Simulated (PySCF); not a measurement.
Bond stretch in SMILES [Li][CH3] (CH3Li). The C1–Li5 bond (C1 also carries H, H, H; Li5 carries nothing else) is pulled apart rigidly from the PBE0/def2-TZVP optimised geometry.

Calculation: CCSD(T) on UHF/cc-pVDZ, 1 core orbital frozen (PySCF).

Task: Relative to R = 2.02 Å, what are the energies at R = 1.46, 1.85, 4.37, 4.81 Å?

Result: 2.009 eV at 1.46 Å, 0.092 eV at 1.85 Å, 2.155 eV at 4.37 Å, 2.190 eV at 4.81 Å.

The unrestricted determinant behind UCCSD(T) is spin-contaminated at 2.62 to 6.88 Å (<S²> up to 1.0, against 0.00 for a pure singlet).
